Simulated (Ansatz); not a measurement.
`C[BH][InH2]` and `CBP` differ in one atom or group.

Ansatz, PBE0-D4/def2-TZVP geometries, multiplicity 1. Each molecule was computed in one conformer, which needn't be the lowest.

Elements past krypton have def2 core potentials.

| property | `C[BH][InH2]` |
| --- | --- |
| size of the dipole moment (B3LYP/def2-TZVPP) / D | 1.70 |
| HOMO energy (PBE/def2-TZVPP) / eV | -5.80 |
| zero-point energy (PBE0-D4/def2-TZVP) / kJ/mol | 155.6 |
| HOMO–LUMO gap (B3LYP/def2-TZVPP) / eV | 4.83 |
| HOMO–LUMO gap (ωB97M-V/def2-TZVPP) / eV | 8.81 |
| HOMO–LUMO gap (PBE/def2-TZVPP) / eV | 3.20 |

Give the same properties after the change, and the shifts. (Best estimate.)

The calculation gave: 
```csv
property,`CBP`,shift
size of the dipole moment (B3LYP/def2-TZVPP) / D,0.89,-0.81
HOMO energy (PBE/def2-TZVPP) / eV,-6.21,-0.41
zero-point energy (PBE0-D4/def2-TZVP) / kJ/mol,174.0,18.4
HOMO–LUMO gap (B3LYP/def2-TZVPP) / eV,5.59,0.76
HOMO–LUMO gap (ωB97M-V/def2-TZVPP) / eV,10.07,1.26
HOMO–LUMO gap (PBE/def2-TZVPP) / eV,3.99,0.79
```

With PBE0 the HOMO falls by 0.40 eV and the LUMO rises by 0.36 eV, so the gap widens by about 0.76 eV. PBE moves the HOMO by -0.41 eV and ωB97M-V by -0.42 eV. Dipoles are sizes alone; their direction can turn.

B3LYP here is the variant with VWN-RPA as its local correlation; programs differ in this.
